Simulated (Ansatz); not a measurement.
The Si1–H2 bond of H2OSi (SMILES O[SiH]) is stretched (multiplicity 1, the rest rigid).
Geometry at rest (charge 0, multiplicity 1):
```json
[
 {"atom": "Si", "x (Å)": "-0.3778", "y (Å)": "-0.3348", "z (Å)": "0.3944"},
 {"atom": "H", "x (Å)": "-1.5370", "y (Å)": "-0.1684", "z (Å)": "-0.6141"},
 {"atom": "O", "x (Å)": "0.7828", "y (Å)": "0.4964", "z (Å)": "-0.4505"},
 {"atom": "H", "x (Å)": "0.5644", "y (Å)": "0.8847", "z (Å)": "-1.3039"}
]
```

Cores are frozen in the correlated methods.

Codes used: Ansatz (Gaussian orbitals). 

FIC-MRCISD+Q on CASSCF(2,2)/cc-pV(T+d)Z, total energies (hartree):

| R (Å) | CASSCF | MRCISD | weight c² of the reference |
|---|---|---|---|
| 1.545 | -365.009407 | -365.335365 | 0.90761 |
| 2.705 | -364.933841 | -365.251817 | 0.90760 |
| 4.946 | -364.899067 | -365.213973 | 0.90815 |

Task: Add the Davidson correction (E_MRCISD − E_CASSCF)(1 − c²)/c² and give the energies above the first point at the three levels.

Result: 
Corrections (hartree): -0.033180, -0.032373, -0.031851. Above the first point (kcal/mol):
- R = 2.705 Å: CASSCF 47.4, MRCISD 52.4, with the correction 52.9
- R = 4.946 Å: CASSCF 69.2, MRCISD 76.2, with the correction 77.0

Ansatz is a first-principles code.
